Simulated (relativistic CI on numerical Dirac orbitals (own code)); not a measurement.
Calculated at this level of theory: Dirac-Coulomb-Breit CI, orbitals from a KLI potential per configuration, model QED (radiative potential, 1s self-energy scaled to tabulated hydrogen-like ionisation energies), unscaled Slater integrals (own radial code, finite nucleus).

The strongest absorption lines from the ground level of an ion, among the configurations computed and to levels below about 348 eV (vacuum wavelength in Å, gf): 42.280 (0.97), 42.581 (0.15), 44.545 (0.026), 44.799 (0.024), 49.504 (2), 50.226 (0.089), 58.911 (0.21), 59.454 (0.056).

**Question.** Which ion is it?
A. P5+
B. Cl7+
C. Cl5+
D. K9+

**Answer.** B. Cl7+ has 10 electrons and the ground level 2s²2p⁶ ¹S0; the strongest line goes to 2s²2p⁵3d ¹P°1. The pattern of lines fixes the number of electrons, and along that sequence the line energies rise steadily with the charge (about as its square where n changes within one kind of shell, about linearly where n is kept but much faster in heavy ions where fine structure, which grows about as Z⁴, sets the gap, and irregularly where shells cross), which fixes Z. Configurations outside the model, such as inner-shell arrays, can give stronger lines. At this charge configurations can still be misplaced by up to about 7 % of their energy.

LS names give the leading component of a level, which can be under half, so a name can repeat, a term be missing and a line seem to break the LS rules.
